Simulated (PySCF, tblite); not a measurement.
CH8F3PSi3.
Cartesian coordinates in Å at the GFN2-xTB level; atoms count from 1:
```
atom  x, y, z in Å
F1    -3.634    0.585    0.341
C2    -2.933   -0.514   -0.015
F3    -2.757   -0.419   -1.352
F4    -3.754   -1.561    0.178
Si5   -1.246   -0.651    0.945
Si6   -0.020    1.221    0.329
P7     1.960    0.986    1.341
Si8    3.034   -0.475    0.039
H9    -0.774   -1.975    0.520
H10   -1.706   -0.784    2.331
H11   -0.574    2.480    0.844
H12    0.096    1.373   -1.132
H13    2.522    2.111    0.785
H14    4.449   -0.386    0.390
H15    2.856   -0.199   -1.388
H16    2.474   -1.785    0.368
```

Theory: PBE0/def2-SVPD in PySCF (dipole) on a GFN2-xTB geometry, gas phase.

Take the most abundant isotopes and a rigid rotor. The values belong to one conformer with, in the numbering `[F:1][C:2]([F:3])([F:4])[SiH2:5][SiH2:6][PH:7][SiH3:8]`, C2–Si5–Si6–P7 -177°, Si5–Si6–P7–Si8 79°.

**Question.** Give the principal moments of inertia and the rotational constants in cm⁻¹.

**Answer.** Ia = 242.64, Ib = 1293.35, Ic = 1363.05 u·Å²; 505379 MHz·u·Å²/I gives 2083, 390.8 and 370.8 MHz, that is A = 0.06948, B = 0.01303, C = 0.01237 cm⁻¹.

**Question.** What kind of rotor is it?

**Answer.** A near-prolate asymmetric top; Ray's κ = -0.977.

**Question.** What does the inertial defect say?

**Answer.** Not planar: Δ = Ic − Ia − Ib = -172.93 u·Å². For a rigid frame Δ = −2 Σ m c², so Σ m c² = 86.47 u·Å² lies off the ab plane: 13.08 from hydrogen and 73.39 from heavier atoms. The atom farthest from that plane is 2.20 Å away.

**Question.** Which lines would a microwave search look for?

**Answer.** The dipole components are |μa| = 2.89 D, |μb| = 0.07 D, |μc| = 0.07 D. The squared components, which scale the intensities, stand as 1.00 : 0.00 : 0.00 (a : b : c). Some lines, for components of 0.1 D or more:

| type | branch | J(Ka,Kc) | MHz | lower level (cm⁻¹) |
| --- | --- | --- | --- | --- |
| a | R | 1(0,1) ← 0(0,0) | 762 | 0.000 |
| a | R | 2(1,2) ← 1(1,1) | 1503 | 0.082 |
| a | R | 2(0,2) ← 1(0,1) | 1523 | 0.025 |
| a | R | 2(1,1) ← 1(1,0) | 1543 | 0.083 |
| a | R | 3(1,3) ← 2(1,2) | 2254 | 0.132 |
| a | R | 3(0,3) ← 2(0,2) | 2284 | 0.076 |
| a | R | 3(2,2) ← 2(2,1) | 2285 | 0.303 |
| a | R | 3(2,1) ← 2(2,0) | 2285 | 0.303 |
| a | R | 3(1,2) ← 2(1,1) | 2314 | 0.134 |
| a | R | 4(1,4) ← 3(1,3) | 3006 | 0.207 |
| a | R | 4(0,4) ← 3(0,3) | 3044 | 0.152 |
| a | R | 4(2,3) ← 3(2,2) | 3046 | 0.380 |
| a | R | 4(3,2) ← 3(3,1) | 3046 | 0.663 |
| a | R | 4(3,1) ← 3(3,0) | 3046 | 0.663 |
| a | R | 4(2,2) ← 3(2,1) | 3048 | 0.380 |
| a | R | 4(1,3) ← 3(1,2) | 3086 | 0.211 |

**Question.** Estimate the classical rotational partition function at 25 K, 50 K and 100 K.

**Answer.** Point group C1, symmetry number σ = 1; q = (√π/σ)·√((kT/h)³/(ABC)), k/h = 20836.6 MHz/K: 38400 at 25 K, 109000 at 50 K, 307000 at 100 K.

Its GFN2-xTB frequencies are all real (lowest 16 cm⁻¹). No vibrational averaging or centrifugal distortion is included, and the geometry carries the error of its method. A rigid rotor knows nothing of internal rotation, which can split or shift real lines.
